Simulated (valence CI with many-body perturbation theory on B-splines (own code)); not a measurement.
Level structure of Gd⁵⁷⁺

Computed by configuration interaction combined with many-body perturbation theory (CI+MBPT): five valence electrons over a frozen Dirac-Fock core [He], a basis of 9 s, 9 p, 8 d, 6 f, 3 g, 1 h functions for each j, with the one-electron correlation potential Σ1, the two-electron term Σ2, the three-electron term Σ3, Breit, model QED; selected CI, second order for the rest (own B-spline code, finite nucleus).

The last digits are not significant, and no measured levels were compared; by estimate large intervals hold to a few tenths of a per cent, small ones and those within an open d or f shell to about a per cent. Among the levels kept, up to 1200 cm⁻¹ of a level comes from second order outside the variational space, and about a tenth of that is noise between levels of different J, which matters for small intervals.

Levels 1 to 45 of 74, with energies above the lowest level, (2s^2 2p1/2^2 2p3/2) J=3/2. "Leading %" is the weight of the configuration and term that name the level; weights of strongly mixed levels are sums over their largest components and can fall short. In the jj column 3d3/2^4 stands for four electrons in 3d with j = 3/2. Lifetimes count E1, E2, E3, M1 and M2 decay at the calculated energies, and are blank where another channel may lead or the interval is too uncertain; long ones can be off by a factor of two.

| No. | Configuration | Term | J | E (eV) | Leading % | g | Second component | Lifetime | Leading jj |
| --- | --- | --- | --- | --- | --- | --- | --- | --- | --- |
| 1 | 2s2 2p3 | 2P° | 3/2 | 0.0 | 48 | 1.331 | 27 % 2s2 2p3 2D° |  | 2s^2 2p1/2^2 2p3/2 (100 %) |
| 2 | 2s2 2p3 | 4S° | 3/2 | 707.2 | 55 | 1.439 | 45 % 2s2 2p3 2D° | 292 ps | 2s^2 2p1/2 2p3/2^2 (100 %) |
| 3 | 2s2 2p3 | 2D° | 5/2 | 729.3 | 100 | 1.172 |  | 1.71 ns | 2s^2 2p1/2 2p3/2^2 (100 %) |
| 4 | 2s2 2p3 | 2P° | 1/2 | 770.5 | 100 | 0.630 |  | 494 ps | 2s^2 2p1/2 2p3/2^2 (100 %) |
| 5 | 2s 2p4 | 4P | 5/2 | 984.8 | 72 | 1.460 | 28 % 2s 2p4 2D | 1.27 ps | 2s 2p1/2^2 2p3/2^2 (100 %) |
| 6 | 2s 2p4 | 2S | 1/2 | 1071.6 | 63 | 2.034 | 28 % 2s 2p4 4P | 329 fs | 2s 2p1/2^2 2p3/2^2 (100 %) |
| 7 | 2s 2p4 | 2P | 3/2 | 1073.1 | 49 | 1.181 | 36 % 2s 2p4 2D | 183 fs | 2s 2p1/2^2 2p3/2^2 (99 %) |
| 8 | 2s2 2p3 | 2P° | 3/2 | 1479.3 | 52 | 1.288 | 28 % 2s2 2p3 2D° | 86.5 ps | 2s^2 2p3/2^3 (99 %) |
| 9 | 2s 2p4 | 4P | 3/2 | 1715.2 | 84 | 1.580 | 12 % 2s 2p4 2D | 381 fs | 2s 2p1/2 2p3/2^3 (100 %) |
| 10 | 2s 2p4 | 2D | 5/2 | 1752.7 | 72 | 1.284 | 28 % 2s 2p4 4P | 377 fs | 2s 2p1/2 2p3/2^3 (100 %) |
| 11 | 2s 2p4 | 2P | 1/2 | 1802.7 | 63 | 1.374 | 36 % 2s 2p4 4P | 147 fs | 2s 2p1/2 2p3/2^3 (99 %) |
| 12 | 2s 2p4 | 2D | 3/2 | 1812.6 | 53 | 1.027 | 46 % 2s 2p4 2P | 148 fs | 2s 2p1/2 2p3/2^3 (100 %) |
| 13 | 2p5 | 2P° | 3/2 | 2119.1 | 99 | 1.308 |  | 126 fs | 2p1/2^2 2p3/2^3 (99 %) |
| 14 | 2s 2p4 | 4P | 1/2 | 2526.9 | 36 | 1.842 | 36 % 2s 2p4 2S | 172 fs | 2s 2p3/2^4 (99 %) |
| 15 | 2p5 | 2P° | 1/2 | 2851.6 | 100 | 0.630 |  | 93.8 fs | 2p1/2 2p3/2^4 (100 %) |
| 16 | 2s2 2p2 3s | 4P | 1/2 | 6540.4 | 47 | 2.001 | 31 % 2s2 2p2 3s 2S | 9.21 fs | 2s^2 2p1/2^2 3s (100 %) |
| 17 | 2s2 2p2 3p | 2P° | 1/2 | 6624.5 | 46 | 0.651 | 39 % 2s2 2p2 3p 4D° | 793 fs | 2s^2 2p1/2^2 3p1/2 (100 %) |
| 18 | 2s2 2p2 3p | 2P° | 3/2 | 6847.9 | 34 | 1.326 | 20 % 2s2 2p2 3p 4D° | 825 fs | 2s^2 2p1/2^2 3p3/2 (100 %) |
| 19 | 2s2 2p2 3d | 2D | 3/2 | 6925.0 | 42 | 0.785 | 33 % 2s2 2p2 3d 4F | 7.09 fs | 2s^2 2p1/2^2 3d3/2 (100 %) |
| 20 | 2s2 2p2 3d | 2D | 5/2 | 6992.2 | 35 | 1.192 | 19 % 2s2 2p2 3d 4D | 1.30 fs | 2s^2 2p1/2^2 3d5/2 (100 %) |
| 21 | 2s2 2p2 3s | 4P | 3/2 | 7257.8 | 88 | 1.661 | 10 % 2s2 2p2 3s 2P | 13.5 fs | 2s^2 2p1/2 2p3/2 3s (100 %) |
| 22 | 2s2 2p2 3s | 2P | 1/2 | 7266.5 | 67 | 1.298 | 33 % 2s2 2p2 3s 4P | 6.32 fs | 2s^2 2p1/2 2p3/2 3s (100 %) |
| 23 | 2s2 2p2 3s | 2D | 5/2 | 7276.6 | 64 | 1.318 | 36 % 2s2 2p2 3s 4P | 12.5 fs | 2s^2 2p1/2 2p3/2 3s (100 %) |
| 24 | 2s2 2p2 3s | 2D | 3/2 | 7282.1 | 64 | 0.966 | 35 % 2s2 2p2 3s 2P | 6.72 fs | 2s^2 2p1/2 2p3/2 3s (100 %) |
| 25 | 2s2 2p2 3p | 4P° | 1/2 | 7341.1 | 48 | 1.729 | 28 % 2s2 2p2 3p 4D° | 1.16 ps | 2s^2 2p1/2 2p3/2 3p1/2 (100 %) |
| 26 | 2s2 2p2 3p | 4D° | 3/2 | 7347.2 | 56 | 1.134 | 22 % 2s2 2p2 3p 2D° | 1.07 ps | 2s^2 2p1/2 2p3/2 3p1/2 (100 %) |
| 27 | 2s2 2p2 3p | 2F° | 5/2 | 7360.2 | 48 | 1.057 | 31 % 2s2 2p2 3p 2D° | 806 fs | 2s^2 2p1/2 2p3/2 3p1/2 (100 %) |
| 28 | 2s2 2p2 3p | 2P° | 3/2 | 7392.6 | 42 | 1.318 | 26 % 2s2 2p2 3p 2D° | 388 fs | 2s^2 2p1/2 2p3/2 3p1/2 (99 %) |
| 29 | 2s 2p3 3s | 4P° | 5/2 | 7496.3 | 44 | 1.598 | 27 % 2s 2p3 3s 6S° | 19.7 fs | 2s 2p1/2^2 2p3/2 3s (92 %) |
| 30 | 2s 2p3 3s | 2P° | 3/2 | 7521.7 | 32 | 1.449 | 25 % 2s 2p3 3s 4S° | 7.90 fs | 2s 2p1/2^2 2p3/2 3s (94 %) |
| 31 | 2s2 2p2 3p | 2P° | 1/2 | 7555.0 | 29 | 1.474 | 26 % 2s2 2p2 3p 4P° | 43.0 fs | 2s^2 2p1/2 2p3/2 3p3/2 (82 %) |
| 32 | 2s2 2p2 3p | 4D° | 5/2 | 7560.2 | 51 | 1.421 | 30 % 2s2 2p2 3p 4P° | 197 fs | 2s^2 2p1/2 2p3/2 3p3/2 (94 %) |
| 33 | 2s2 2p2 3p | 2D° | 3/2 | 7566.0 | 52 | 1.143 | 22 % 2s2 2p2 3p 4P° | 577 fs | 2s^2 2p1/2 2p3/2 3p3/2 (99 %) |
| 34 | 2s2 2p2 3p | 2F° | 7/2 | 7573.2 | 64 | 1.225 | 36 % 2s2 2p2 3p 4D° | 708 fs | 2s^2 2p1/2 2p3/2 3p3/2 (100 %) |
| 35 | 2s 2p3 3s | 2P° | 3/2 | 7577.6 | 24 | 1.385 | 16 % 2s2 2p2 3p 4S° | 27.0 fs | 2s 2p1/2^2 2p3/2 3s (56 %) |
| 36 | 2s 2p3 3s | 4D° | 1/2 | 7582.3 | 24 | 0.871 | 20 % 2s 2p3 3s 2P° | 9.96 fs | 2s 2p1/2^2 2p3/2 3s (69 %) |
| 37 | 2s 2p3 3p | 4P | 3/2 | 7591.3 | 29 | 1.689 | 23 % 2s 2p3 3p 6P | 7.16 fs | 2s 2p1/2^2 2p3/2 3p1/2 (98 %) |
| 38 | 2s 2p3 3p | 2D | 5/2 | 7592.2 | 24 | 1.352 | 18 % 2s 2p3 3p 4D | 2.91 fs | 2s 2p1/2^2 2p3/2 3p1/2 (97 %) |
| 39 | 2s2 2p2 3p | 2D° | 5/2 | 7597.2 | 64 | 1.186 | 16 % 2s2 2p2 3p 2F° | 586 fs | 2s^2 2p1/2 2p3/2 3p3/2 (99 %) |
| 40 | 2s2 2p2 3p | 4S° | 3/2 | 7600.7 | 15 | 1.395 | 13 % 2s 2p3 3s 2P° | 32.4 fs | 2s^2 2p1/2 2p3/2 3p3/2 (52 %) |
| 41 | 2s2 2p2 3p | 2P° | 1/2 | 7619.4 | 75 | 0.689 | 6 % 2s2 2p2 3p 2S° | 60.3 fs | 2s^2 2p1/2 2p3/2 3p3/2 (87 %) |
| 42 | 2s2 2p2 3d | 4F | 3/2 | 7644.0 | 42 | 0.933 | 27 % 2s2 2p2 3d 2P | 3.34 fs | 2s^2 2p1/2 2p3/2 3d3/2 (97 %) |
| 43 | 2s2 2p2 3d | 4F | 5/2 | 7646.3 | 53 | 0.960 | 39 % 2s2 2p2 3d 2F | 12.0 fs | 2s^2 2p1/2 2p3/2 3d3/2 (99 %) |
| 44 | 2s2 2p2 3d | 4D | 1/2 | 7648.9 | 78 | 0.272 | 15 % 2s2 2p2 3d 2P | 5.93 fs | 2s^2 2p1/2 2p3/2 3d3/2 (99 %) |
| 45 | 2s 2p3 3p | 2P | 1/2 | 7661.3 | 28 | 1.253 | 15 % 2s 2p3 3p 4P | 1.71 fs | 2s 2p1/2^2 2p3/2 3p1/2 (84 %) |

The ionisation energy to 2s2 2p2 3P_0 of the next ion comes out as 12148 eV (NIST: 12147 ± 6 eV (theoretical)). All 74 levels together are meant to be complete up to 7967.9 eV.
